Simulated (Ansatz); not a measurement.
CH3FO2Si2, SMILES [Si@H]1([SiH2]C(O1)=O)F.

Geometry optimised at PBE0-D3(BJ)/def2-SVP. The structure was generated by enumeration; whether it is a known compound was not checked.

Two levels are set side by side: PBE/def2-SVPD (Ansatz, a program for electronic structure) and PBE0/def2-SVPD (Ansatz). Energy differences of separate SCF runs at the same geometry; the states with an electron removed or added have multiplicity 2 and 2. Differences are taken from unrounded values.

```csv
quantity,PBE0,PBE,PBE minus PBE0
vertical ionisation energy (eV),9.92,9.64,-0.27
vertical singlet–triplet gap (eV),3.93,3.84,-0.09
```
